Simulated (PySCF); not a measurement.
How methods differ on the ionisation energy of Pd³¹⁺

Pd³¹⁺ [Ne] 3s2 3p3 (4S) → Pd³²⁺ [Ne] 3s2 3p2 (3P), as a difference of total energies. All numbers are calculated (PySCF 2.14, the non-relativistic Hamiltonian (point nucleus), in an even-tempered Gaussian basis (16 s from 4.7 bohr⁻², ratio 2.5; 10 p from 6.1 bohr⁻², ratio 2.5; 5 d from 26 bohr⁻², ratio 2.7; 4 f from 38 bohr⁻², ratio 2.7)). Correlated levels: outer shells: 1s2 frozen; virtual orbitals above 40 to 60 times the deepest correlated orbital energy dropped. The calculations carry no spin-orbit coupling.

| method | ionisation energy (eV) |
| --- | --- |
| UHF | 1852.2 |
| MP2 (outer shells) | 1852.6 |
| SCS-MP2 (outer shells) | 1852.3 |
| CCSD (outer shells) | 1852.2 |
| CCSD(T) (outer shells) | 1852.2 |

Spin-orbit coupling is strong in these open shells (close to jj coupling). The scalar numbers leave it out and a first-order estimate fails, so it can dominate the gap to the real levels.

All relativistic terms are absent from these numbers, so their closeness to the reference says little about the methods.

For comparison: 1869 ± 7 eV (semi-empirical (NIST evaluation); NIST Atomic Spectra Database, ionization energies).
